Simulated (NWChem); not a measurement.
Species: YCl₂ cation; SMILES [Cl][Y+][Cl]

```xyz
3

Y      0.0000     0.0000     0.5528
Cl     1.9266     0.0000    -0.7979
Cl    -1.9266     0.0000    -0.7979
```
Atoms are numbered in this order, from 1.

Level: PBE-D3(BJ)/def2-SVP with def2 effective core potentials on Y (NWChem), optimised geometry, unscaled harmonic frequencies. The spin multiplicity was typed, not searched, and may not be the lowest. def2 effective core potentials on Y; no spin-orbit coupling.

Problem. List the harmonic frequencies with IR intensities, and the thermochemistry.

Solution. 
```
frequency (cm⁻¹)  IR intensity (km/mol)
----------------  ---------------------
89                                  6.6
414                                23.9
430                               106.2
```

```json
{
 "zero_point_energy": "1.3 kcal/mol",
 "thermal correction to the enthalpy at 298.15 K (with zero-point energy)": "4.5 kcal/mol",
 "heat capacity Cv": "10.8 cal/(mol K)",
 "entropy at 298.15 K and 1 atm (symmetry number 2)": "72.3 cal/(mol K)"
}
```

Rigid rotor and harmonic oscillator; modes under 100 cm⁻¹ make the entropy uncertain.
